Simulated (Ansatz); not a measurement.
`BC(F)[SiH2][SiH3]` + `C=C=NC` → `BCN=C=C` + `FC[SiH2][SiH3]`  (formal exchange of groups at a B–C bond)

Computed with Ansatz on PBE0-D4/def2-TZVP structures; ΔE is electronic, products minus reactants. CCSD(T)/CBS is the MP2 limit (def2-TZVPP, def2-QZVPP) plus CCSD(T) − MP2 in def2-TZVPP, frozen cores. Functionals use def2-TZVPP. B3LYP here is the variant with VWN-RPA as its local correlation; programs differ in this. Each species was taken in one conformer, which may not be the lowest.

Question: Is it downhill or uphill in electronic energy at CCSD(T)/CBS, and by how much? (Estimate.)

Answer: Computed: Uphill: ΔE = +16.0 kJ/mol.

Question: What do these levels give: B3LYP-D4, ωB97X-V, r2SCAN, PBE0, HF/def2-TZVPP, SCS-MP2/def2-TZVPP, CCSD/def2-TZVPP, CCSD(T)/def2-TZVPP, HF/def2-QZVPP, MP2/def2-QZVPP, MP2/CBS(def2), CCSD/CBS(def2)? (An estimate is asked.)

Answer: Ansatz gave: B3LYP-D4 16.9, ωB97X-V 14.6, r2SCAN 23.3, PBE0 19.9, HF/def2-TZVPP -3.4, SCS-MP2/def2-TZVPP 11.5, CCSD/def2-TZVPP 12.1, CCSD(T)/def2-TZVPP 15.8, HF/def2-QZVPP -3.6, MP2/def2-QZVPP 15.9, MP2/CBS(def2) 16.1, CCSD/CBS(def2) 12.2 kJ/mol.

Largest T1 diagnostic among the species: 0.014.

In def2-TZVPP, CCSD(T) changes the Hartree–Fock value by +19.2 kJ/mol (the triples alone add +3.8 kJ/mol) and MP2 by +19.3 kJ/mol. The D4 term adds +3.5 kJ/mol with B3LYP and +1.8 kJ/mol with PBE0; it sums over pairs of atoms, weighted by their polarisabilities, and B3LYP, whose exchange is more repulsive, gets the larger term.
